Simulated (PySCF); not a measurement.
**Where the electron goes**

Compound: C6H6BrN.
Z-matrix (Å and degrees, PBE0-D3(BJ)/def2-SVP geometry), rows numbered from 1:
```
N 
C   1  1.3774
C   2  1.4059  1  121.01
C   3  1.3897  2  121.09  1  -177.74
C   4  1.3936  3  120.00  2    -0.02
Br  5  1.8894  4  120.08  3  -179.93
C   5  1.3935  4  119.90  3    -0.01
C   7  1.3898  5  119.96  4     0.01
H   1  1.0107  2  116.97  3   -21.19
H   1  1.0107  2  116.96  3  -161.22
H   3  1.0933  2  119.54  1     2.03
H   4  1.0915  3  119.99  2  -179.93
H   7  1.0915  5  120.03  4  -179.89
H   8  1.0933  2  119.52  1    -2.05
```

Computed, not measured: TDDFT PBE0/def2-SVPD, vertical, gas phase, core orbitals frozen in the response in PySCF 2.14.0, density-fitted response routines. Relativistic effects, spin–orbit coupling among them, are left out although an element past zinc is present.

Kohn–Sham orbitals with the atoms that hold most of them (Löwdin shares over 4%, at most four atoms; ? is withheld):

```json
{"orbital": "HOMO-3", "ε (eV)": "-8.15", "atoms": "Br6 52%, N1 16%, C5 8%, C4 4%"}
{"orbital": "HOMO-2", "ε (eV)": "-8.10", "atoms": "Br6 84%, C5 9%"}
{"orbital": "HOMO-1", "ε (eV)": "-7.57", "atoms": "C8 20%, C3 20%, C7 20%, C4 20%"}
{"orbital": "HOMO", "ε (eV)": "?", "atoms": "?"}
{"orbital": "LUMO", "ε (eV)": "-0.52", "atoms": "?"}
{"orbital": "LUMO+1", "ε (eV)": "-0.12", "atoms": "C2 20%, C5 20%, C4 10%, C7 10%"}
{"orbital": "LUMO+2", "ε (eV)": "0.11", "atoms": "Br6 53%, C5 18%"}
```

(1) Which atoms hold the HOMO, and with what shares?

(2) Which atoms hold the LUMO, and with what shares?

(3) What is the HOMO energy, and the HOMO–LUMO gap?

## Answers

(1) N1 (bonded to C and 2 H) 22%; C5 (bonded to Br and 2 C) 16%; Br6 (bonded to C) 16%; C2 (bonded to 2 C and N) 13%. By element: carbon 29% or more, nitrogen 22%, bromine 16%.

(2) C7 (bonded to 2 C and H) 18%; C4 (bonded to 2 C and H) 18%; C3 (bonded to 2 C and H) 18%; C8 (bonded to 2 C and H) 18%.

(3) ε(HOMO) = -6.03 eV; the gap is 5.51 eV (0.2024 hartree).

Q: The HOMO–LUMO gap is 5.51 eV. Where does the response calculation put the lowest singlet, and from which orbitals?

A: S1 is at 4.54 eV (f = 0.029), 0.97 eV below the gap, made of HOMO→LUMO (92%). Without the coupling terms of the response equations the lowest excitation would equal the gap.

Q: Give energy, strength and leading configuration of S1, S3 and S7, and follow the Löwdin shares of the leading atoms from the occupied to the empty orbital.

A: 
- S1 (4.54 eV, f 0.029), HOMO→LUMO (92%): N1 22% → at most 19%, C5 16% → at most 19%, C7 at most 13% → 18%, C4 at most 13% → 18%
- S3 (5.31 eV, f 0.289), HOMO→LUMO+1 (86%): N1 22% → at most 11%, C5 16% → 20%, C2 13% → 20%
- S7 (6.49 eV, f 0.0016), HOMO-2→LUMO (99%): Br6 84% → at most 19%, C5 9% → at most 19%, C7 at most 4% → 18%, C4 at most 4% → 18%
